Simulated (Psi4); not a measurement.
Psi4 input (wB97X-D/6-31G*):

```
memory 1500 MB

molecule {
-1 1
C    -1.89250856   -0.24898190    0.15829436
C    -0.77498054   -1.02860056    0.19296365
C     0.59694303   -0.69797606    0.05745118
C     1.07104325    0.59258622   -0.15204584
N     1.47413724    1.67735991   -0.32843774
H    -1.83610857    0.82274702    0.00639728
H    -2.87552666   -0.68570982    0.28302589
H    -0.94699913   -2.09498305    0.35168856
H     1.33669064   -1.48573980    0.11797233
symmetry c1
no_reorient
no_com
}

set {
  basis 6-31G*
  reference rks
  scf_type pk
  dft_radial_points 99
  dft_spherical_points 590
  e_convergence 1e-8
  d_convergence 1e-7
  maxiter 150
}

e = energy('wb97x-d')
print_out(f'\nFINAL {e:.10f} DIPOLE {variable("CURRENT DIPOLE")[0]:.6f} {variable("CURRENT DIPOLE")[1]:.6f} {variable("CURRENT DIPOLE")[2]:.6f}\n')
```

From the output:

```
    One-Electron Energy =                -553.3237085210843134
    Two-Electron Energy =                 231.1861348236928393
    DFT Exchange-Correlation Energy =     -20.7520068624959357
    Empirical Dispersion Energy =          -0.0025701944249244
    VV10 Nonlocal Energy =                  0.0000000000000000
    Total Energy =                       -209.4689997660252914

Computation Completed

Properties will be evaluated at   0.000000,   0.000000,   0.000000 [a0]

Properties computed using the SCF density matrix

 Multipole Moments:

 ------------------------------------------------------------------------------------
     Multipole            Electronic (a.u.)      Nuclear  (a.u.)        Total (a.u.)
 ------------------------------------------------------------------------------------

 L = 1.  Multiply by 2.5417464519 to convert [e a0] to [Debye]
 Dipole X            :         -0.4710468            0.0000001           -0.4710468
 Dipole Y            :         -1.1566196           -0.0000002           -1.1566198
 Dipole Z            :          0.1907748           -0.0000000            0.1907747
 Magnitude           :                                                    1.2633485

 ------------------------------------------------------------------------------------

FINAL -209.4689997660 DIPOLE -0.471047 -1.156620 0.190775

*** Psi4 exiting successfully. Buy a developer a beer!
```

The dipole moment of an ion depends on the origin.

The geometry given is a B3LYP-D3(BJ)/def2-TZVP minimum.
